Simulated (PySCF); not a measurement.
## Assigning NMR signals

Mapped SMILES: `[CH3:1][C:2]([F:3])([F:4])[c:5]1[cH:6][cH:7][cH:8][cH:9][cH:10]1`; H(Xn) means a hydrogen on atom n.

- NMR shieldings at PBE0/pcSseg-1/GIAO
- geometry from PBE0-D3(BJ)/def2-SVP
- program: PySCF
- single conformer, no relativistic terms, no solvent model, fast rotation and ring inversion assumed for equivalent nuclei

Chemical shifts δ = σref − σ; TMS for ¹³C (σ = 184.41 ppm), ¹H (σ = 31.27 ppm), all at this level.

**Question.** Assign these signals to the numbered atoms. ¹³C{¹H} NMR (computed): δ 145.7 (C), 134.9 (CH), 133.8 (CH), 130.5 (CH), 123.9 (C), 30.7 (CH3).

**Answer.** 
| δ (ppm) | atoms | environment | reason |
| --- | --- | --- | --- |
| 145.7 | C5 | substituted aromatic carbon | – |
| 134.9 | C8 | aromatic CH | the aromatic region |
| 133.8 | C7/C9 | aromatic CH | – |
| 130.5 | C6/C10 | aromatic CH | – |
| 123.9 | C2 | fully substituted sp3 carbon bonded to 2 F, on an aromatic ring | 2 electronegative neighbours deshield it |
| 30.7 | C1 | methyl carbon | aliphatic region, no heteroatom directly attached |

C8 and C7/C9 lie closer than the usual error of such a calculation, so a measured spectrum could show them in the other order.

**Question.** Assign these signals to the numbered atoms. ¹H NMR (300 MHz, computed): δ 7.66 (m, 2H), 7.55 (m, 2H), 7.52 (m, 1H), 1.62 (m, 3H).

**Answer.** 
| δ (ppm) | atoms | environment | reason |
| --- | --- | --- | --- |
| 7.66 | H(C6)/H(C10) | hydrogen on an aromatic CH | the ring current deshields protons in the ring plane |
| 7.55 | H(C7)/H(C9) | hydrogen on an aromatic CH | – |
| 7.52 | H(C8) | hydrogen on an aromatic CH | – |
| 1.62 | H(C1) | hydrogen on a methyl carbon | – |

H(C6)/H(C10) and H(C7)/H(C9); H(C7)/H(C9) and H(C8) lie closer than the usual error of such a calculation, so a measured spectrum could show them in the other order.

Splittings by ¹⁹F in the carbon and heteronuclear signals aren't shown, as no couplings were computed. Shifts are as computed. Against solution values, carbons near 30 ppm lie about +2 ppm off and those near 130 ppm about +5 ppm. Of 1211 compounds with measured shifts, 218 miss one by over three times the rms of a fit or turn the order of signals round; such compounds aren't used in these exercises. No couplings were computed; multiplicities are counted from neighbouring protons, with m where these are inequivalent, close in shift, in a saturated or five-membered ring or joined by F or P, and br s for small geminal =CH2 splittings.
